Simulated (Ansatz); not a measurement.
Consider the formal exchange of groups at the Sn–Si bond: `C[SiH2][SnH3]` + `[SiH3]C=S` → `S=C[SiH2][SnH3]` + `C[SiH3]`.

Gas-phase electronic energies from Ansatz, PBE0-D4/def2-TZVP geometries. CCSD(T)/CBS is the MP2 limit (def2-TZVPP, def2-QZVPP) plus CCSD(T) − MP2 in def2-TZVPP, frozen cores. This one scheme is used for every species. DFT in def2-TZVPP. B3LYP here is the variant with VWN-RPA as its local correlation; programs differ in this. def2 core potentials past Kr. For Sn outer-core shells are correlated without core-valence functions, which leaves a few kJ/mol of doubt a bond. Each species was taken in one conformer, which may not be the lowest.

`C[SiH2][SnH3]`:

```xyz
11

C     0.882    0.080    1.589
Si   -0.045    0.922    0.192
Sn   -0.774   -0.761   -1.599
H     1.186    0.810    2.343
H     1.779   -0.418    1.215
H     0.255   -0.671    2.075
H     0.815    1.955   -0.450
H    -1.257    1.611    0.718
H    -1.794   -1.962   -0.934
H     0.578   -1.560   -2.277
H    -1.625   -0.005   -2.873
```

`[SiH3]C=S`:

```xyz
7

Si   -0.133   -0.403   -0.679
C     0.149    0.626    0.869
S     0.694    0.023    2.260
H     0.221   -1.815   -0.409
H     0.703    0.153   -1.778
H    -1.561   -0.280   -1.078
H    -0.073    1.697    0.814
```

`S=C[SiH2][SnH3]`:

Cartesian coordinates in Å:
```
S 3.051 -0.124 0.295
C 1.779 -0.105 -0.697
Si 0.163 -0.983 -0.333
Sn -1.431 0.774 0.662
H 1.834 0.492 -1.613
H 0.400 -2.088 0.627
H -0.421 -1.506 -1.599
H -1.608 2.079 -0.424
H -0.797 1.366 2.130
H -2.970 0.096 0.952
```

`C[SiH3]`:

Cartesian coordinates in Å:
```
C -0.230 0.357 -0.891
Si 0.206 -0.319 0.798
H -1.003 1.125 -0.813
H -0.605 -0.437 -1.542
H 0.645 0.803 -1.369
H 0.714 0.764 1.683
H 1.260 -1.364 0.689
H -0.987 -0.928 1.445
```

```json
{"level": "PBE-D4", "ΔE (kJ/mol)": "-9.1"}
{"level": "B3LYP-D4", "ΔE (kJ/mol)": "-8.0"}
{"level": "ωB97X-V", "ΔE (kJ/mol)": "-4.8"}
{"level": "CCSD(T)/def2-TZVPP", "ΔE (kJ/mol)": "-5.6"}
```

**Question.** What does CCSD(T)/CBS give? (Estimate.)

**Answer.** The calculation gave: -5.5 kJ/mol. The listed levels differ from it by -3.6, -2.5, 0.7, -0.1 kJ/mol.

Largest T1 diagnostic among the species: 0.015.
